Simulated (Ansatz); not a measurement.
System: CNO, net charge 0, doublet state. It need not be the lowest isomer of its formula. 
Structure (B3LYP-D3(BJ)/def2-TZVP (Ansatz, a program for electronic structure) minimum search):
SMILES: O=C=[N]
```xyz
3

N      0.0000     0.0000    -1.2622
C      0.0000     0.0000    -0.0406
O      0.0000     0.0000     1.1348
```
Charge 0, spin multiplicity 2.

Computed values are from Ansatz. Cores are frozen in the correlated levels unless marked. UHF or UKS for open shells. No spin-orbit coupling. No relativistic terms. CBS(X,Y): correlation extrapolated as X^-3; Hartree-Fock from the larger set. The bracket is a focal-point correction in the basis named.

### Question
What is the atomisation energy De at CCSD(T)/CBS(cc-pVTZ,cc-pVQZ)?

### Answer
315.0 kcal/mol.

### Question
What is the vertical electron affinity (to the singlet; negative means unbound) at RI-MP2/CBS(aug-cc-pVTZ,aug-cc-pVQZ)+[CCSD(T)-MP2]/aug-cc-pVTZ?

### Answer
3.55 eV.

### Question
What is the T1 diagnostic at CCSD/cc-pVQZ?

### Answer
0.027.

### Question
What is the total energy at CCSD(T)/CBS(cc-pVTZ,cc-pVQZ)?

### Answer
-167.8253 Eh.

### Question
What is the dipole moment at CCSD(T)/aug-cc-pVDZ?

### Answer
0.75 D.
